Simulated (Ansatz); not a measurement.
Stepwise reaction of `[NH]=[V]([NH2])([F])[F]` with ammonia, as a gas-phase model of exchange steps in deposition or etching. ΔE in kJ/mol; ΔG adds harmonic PBE0-D4 terms to CCSD(T)/CBS, at 1 bar.

Computed with Ansatz on PBE0-D4/def2-TZVP structures; ΔE is electronic, products minus reactants. CCSD(T)/CBS is the MP2 limit (def2-TZVPP, def2-QZVPP) plus CCSD(T) − MP2 in def2-TZVPP, frozen cores. This one scheme is used for every species. Functionals use def2-TZVPP. B3LYP here is the variant with VWN-RPA as its local correlation; programs differ in this. For V outer-core shells are correlated without core-valence functions, which leaves a few kJ/mol of doubt a bond. Scalar relativity is left out up to krypton. One conformer a species, not always the lowest.

| step | reaction | PBE-D4 | B3LYP-D4 | ωB97M-V | CCSD(T)/CBS | ΔG(400 K) |
| --- | --- | --- | --- | --- | --- | --- |
| 1 | `[NH]=[V]([NH2])([F])[F]` + NH₃ → `[NH]=[V]([NH2])([NH2])[F]` + H–F | 81.4 | 80.7 | 81.1 | 66.8 | 64.5 |

Give the row of step 2, `[NH]=[V]([NH2])([NH2])[F]` + NH₃ → `[NH]=[V]([NH2])([NH2])[NH2]` + H–F. (Best estimate.)

Computed: 
```
step                                                                 reaction  PBE-D4  B3LYP-D4  ωB97M-V  CCSD(T)/CBS  ΔG(400 K)
   2  `[NH]=[V]([NH2])([NH2])[F]` + NH₃ → `[NH]=[V]([NH2])([NH2])[NH2]` + H–F   100.4      99.7     99.1         83.4       81.0
```

By hand: ΔE of the 2 steps together at CCSD(T)/CBS.

(66.8) + (83.4) = 150.2 kJ/mol, or 75.1 kJ/mol a step.

In ΔE each step is higher than the one before. All are uphill at CCSD(T)/CBS. ΔG lies between 64.5 and 81.0 kJ/mol a step. PBE-D4 differs from CCSD(T)/CBS by 14.6 to 17.0 kJ/mol a step. Isolated molecules leave out the surface, adducts and barriers. Largest T1 diagnostic: 0.032.
